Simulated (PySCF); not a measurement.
Al(Me)(H) (CH4Al), SMILES [CH3][AlH+], charge +1. Atoms are numbered in the order given.

```xyz
6

Al     0.0000     0.0000    -0.7243
C      0.0000     0.0000     1.1745
H      0.8901    -0.5139     1.5504
H     -0.8901    -0.5139     1.5504
H      0.0000     1.0278     1.5504
H      0.0000     0.0000    -2.2821
```
Charge +1, spin multiplicity 1.

The structure is a stationary point at PBE0-D3(BJ)/def2-TZVP. The multiplicity is an assumed one; other spin states were not compared. The isomer is the one that the SMILES or the coordinates give; other isomers of the formula were not compared.

Two levels are set side by side: PBE/pcSseg-2 (PySCF) and PBE0/pcSseg-2 (PySCF). GIAO shifts against TMS (¹H), TMS (¹³C) at the same level; non-relativistic, no solvent, atoms listed together averaged. Differences are taken from unrounded values.

```tsv
quantity	PBE
δ(¹³C) of C2 (ppm)	1.0
δ(¹H) of H3, H4, H5 (ppm)	1.68
δ(¹H) of H6 (ppm)	6.58
```

### Question
These are the PBE values. What does PBE0 give? (The exact figures need the calculation; the answer reports its results.)

### Answer

```tsv
quantity	PBE0	PBE minus PBE0
δ(¹³C) of C2 (ppm)	-0.6	1.7
δ(¹H) of H3, H4, H5 (ppm)	1.62	0.06
δ(¹H) of H6 (ppm)	6.47	0.11
```

Rough cost on one machine, each run with all the roots and properties that it gave: PBE0 against PBE within a factor of 2.
